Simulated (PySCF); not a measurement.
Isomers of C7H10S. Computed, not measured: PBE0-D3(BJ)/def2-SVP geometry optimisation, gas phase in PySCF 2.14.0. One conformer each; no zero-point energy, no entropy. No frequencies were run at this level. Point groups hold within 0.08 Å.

Task: Rank from lowest to highest electronic energy at this level (kcal/mol).
A. `[CH3:1][C:2](=[S:3])[C@H:4]1[CH:5]=[C:6]([CH3:7])[CH2:8]1` with C1–C2–C4–C5 -28°
B. `[CH3:1][CH:2]([CH3:3])[c:4]1[cH:5][cH:6][cH:7][s:8]1` with C1–C2–C4–C5 116°

Result: B (0.0), A (39.0).

As drawn, the lower has an aromatic ring, which the higher lacks; the higher has a four-membered ring, a C=S bond and a C=C bond outside aromatic rings, which the lower lacks.

```json
{"SMILES": "CC(C)c1cccs1", "E (Eh)": "-670.18256", "E rel (kcal/mol)": "0.0", "dipole (D)": "0.66", "point group": "Cs", "A, B, C (MHz)": "3291, 1252, 1128"}
{"SMILES": "CC(=S)[C@H]1C=C(C)C1", "E (Eh)": "-670.12047", "E rel (kcal/mol)": "39.0", "dipole (D)": "3.55", "point group": "C1", "A, B, C (MHz)": "4515, 885.6, 830.4"}
```
